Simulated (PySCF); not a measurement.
H₈N₂Si₃. Atoms are numbered in the order given.

```xyz
13

N      2.3435     0.0273     1.0419
Si     1.0728    -0.4269    -0.0538
Si    -1.0716    -0.8770     0.8396
N     -1.6927     0.2980    -0.3155
Si    -0.3754     1.0917    -1.1826
H      2.1558     0.7159     1.7648
H      3.2904     0.1308     0.6882
H      1.6309    -1.4795    -0.9529
H     -1.6665    -2.2411     0.6726
H     -1.2838    -0.4993     2.2752
H     -2.6794     0.5056    -0.4507
H     -0.2307     2.5490    -0.8563
H     -0.5344     1.0131    -2.6711
```

The structure is a stationary point at B3LYP-D3(BJ)/def2-SVP. This is a generated structure with no PubChem entry under its InChIKey; it may be hypothetical. Other conformers were not sampled.

All values below come from PBE/pcSseg-1 (PySCF).

GIAO shieldings, no solvent; atoms listed in one row are averaged. δ = σ(ref) − σ: ¹⁵N against NH3 (σ = 267.0 ppm); ²⁹Si against TMS (σ = 335.4 ppm); ¹H against TMS (σ = 31.49 ppm), references at their B3LYP-D3(BJ)/def2-TZVP geometries, non-relativistic.

| nucleus | atoms | count | δ (ppm) |
|---|---|---|---|
| ¹⁵N | N4 | 1 | 28.3 |
| ¹⁵N | N1 | 1 | 12.8 |
| ²⁹Si | Si2 | 1 | -12.2 |
| ²⁹Si | Si3, Si5 | 2 | -13.1 |
| ¹H | H10 | 1 | 6.12 |
| ¹H | H9 | 1 | 6.10 |
| ¹H | H8 | 1 | 6.02 |
| ¹H | H13 | 1 | 5.97 |
| ¹H | H12 | 1 | 5.94 |
| ¹H | H7 | 1 | 0.43 |
| ¹H | H6 | 1 | 0.23 |
| ¹H | H11 | 1 | 0.23 |
